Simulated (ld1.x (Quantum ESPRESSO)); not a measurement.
## What the settings do to the TM semilocal potential of Lu (Z = 71)

Base potential:

| Property | Result |
| --- | --- |
| Element | Lu (Z = 71) |
| Generator | ld1.x (Quantum ESPRESSO) 7.5 |
| Type | norm-conserving Troullier–Martins (semilocal form) |
| Functional | PBE |
| Relativity | scalar-relativistic |
| Frozen core | [Kr] 4d10 |
| Valence charge | 25 |
| Reference configuration | 4f14 5s2 5p6 5d1 6s2 6p0 |
| Partial waves | 5p (bound): rc 1.70 bohr; 5d (bound): rc 2.65 bohr; 4f (bound): rc 0.70 bohr; 5s (bound): rc 1.30 bohr |
| Local potential | the s channel |
| Core correction | Bessel-smoothed model core inside 0.45 bohr |

Occupied shells without a wave of their own: 6s. They enter only through the test configuration that unscreens the potential, and ld1.x also counts them in the model core charge.

All-electron outer shells of the reference configuration (PBE, scalar-relativistic, ld1.x):

| shell | level (eV) | outermost node (bohr) | outermost maximum (bohr) |
| --- | --- | --- | --- |
| 4p | -358.18 | 0.25 | 0.47 |
| 4d | -191.92 | 0.23 | 0.48 |
| 5s | -61.06 | 0.57 | 1.04 |
| 5p | -31.66 | 0.61 | 1.19 |
| 4f | -9.62 | – | 0.47 |
| 6s | -4.66 | 1.41 | 3.08 |
| 5d | -1.75 | 0.68 | 1.84 |
| 6p | -1.34 | 1.73 | 4.26 |

Cutoffs, loose and tight: the cutoffs (Ry, on a coarse ladder) from which the occupation-weighted sum of valence levels, in a spherical-Bessel basis at the reference potential, stays within 10 and 1 mRy of its value at 400 Ry. They do not see the model core or the augmentation charge, which bear on the density cutoff. Test errors are all-electron minus pseudo excitation energies from the reference, over the configurations 4f14 5s2 5p6 5d1 6s1 6p0; 4f14 5s2 5p6 5d1 6s0 6p0; 4f14 5s2 5p6 5d0 6s0 6p0; 4f13 5s2 5p6 5d1 6s2 6p0; 4f14 5s2 5p6 5d1 6s1 6p1; 4f14 5s2 5p6 5d1.5 6s1.5 6p0; 4f14 5s2 5p6 5d1 6s0 6p2. A dash means not determined; rows that change the core or the reference have their own tests. The largest error is taken over the tests solved by every variant that gives reliable tests at all: 4f13 5s2 5p6 5d1 6s2 6p0; 4f14 5s2 5p6 5d0 6s0 6p0; 4f14 5s2 5p6 5d1 6s0 6p0; 4f14 5s2 5p6 5d1 6s1 6p0; 4f14 5s2 5p6 5d1.5 6s1.5 6p0.

With those shells counted twice in exchange and correlation these files are broken, and their errors move erratically; no question is asked of them.

Cutoffs are not given where the Bessel-basis levels miss the radial ones by over 6 mRy, ghosts where they miss by over 20 mRy; a channel whose overlap is not positive is not tested.

In the semilocal form every listed channel keeps its own potential, so the choice of the local channel does not act on these tests. It acts once the file is put into the separable form.

A semilocal file is local in each channel, so a ghost entry of none says nothing of the separable form that plane-wave codes build from it.

```tsv
change	outcome	cutoff, loose	cutoff, tight	bound ghosts	largest test error (meV)
base	generated	–	–	not determined	-1236
wave 5s (bound): rc 1.30 bohr becomes 5s (bound): rc 1.94 bohr	generated, misses its reference levels by 1.40 eV	–	–	not determined	-7138
wave 5p (bound): rc 1.70 bohr becomes 5p (bound): rc 2.46 bohr	generated	–	–	not determined	-1233
local potential the d channel	generated	–	–	not determined	-1236
wave 4f (bound): rc 0.70 bohr becomes 4f (bound): rc 0.80 bohr	generated	–	–	not determined	-1235
wave 5d (bound): rc 2.65 bohr becomes 5d (bound): rc 3.44 bohr	generated	–	–	not determined	-1186
all radii but the core radius scaled by about 0.86 (s 1.12, p 1.46, d 2.28, f 0.60 bohr)	generated	–	–	not determined	-1076
core [Kr] 4d10 4f14, valence charge 11; reference 5s2 5p6 5d1 6s2 6p0; waves now 5p (bound): rc 2.30 bohr; 5d (bound): rc 3.20 bohr; 5s (bound): rc 1.70 bohr; core correction none	generated, misses its reference levels by 0.64 eV	50 Ry	70 Ry	none	-2987
core correction Bessel-smoothed model core inside 0.86 bohr	generated	–	–	not determined	-1236
```
